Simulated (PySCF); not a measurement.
Cl3HSi.

```xyz
5

Si     0.0000     0.0000     0.5114
Cl    -1.6808    -0.9704    -0.1796
Cl     0.0000     1.9408    -0.1796
Cl     1.6808    -0.9704    -0.1796
H      0.0000     0.0000     1.9997
```
Charge 0, spin multiplicity 1.

Geometry optimised at PBE-D3(BJ)/def2-SVP. The isomer is the one that the SMILES or the coordinates give; other isomers of the formula were not compared.

All values below come from PBE0/pcSseg-2 run with PySCF. Non-relativistic, no solvent.

Question: Give the absolute GIAO shielding of each atom: isotropic value and principal components (ppm). (The exact figures need the calculation; the answer reports its results.)

Answer: 
```
atom  σ(iso)    σ11    σ22    σ33   span
----  ------  -----  -----  -----  -----
Si1    328.8  297.7  344.3  344.3   46.6
Cl2    795.5  664.7  750.8  971.1  306.4
Cl3    795.5  664.7  750.8  971.1  306.4
Cl4    795.5  664.7  750.8  971.1  306.4
H5      24.8   21.8   21.8   30.9    9.1
```
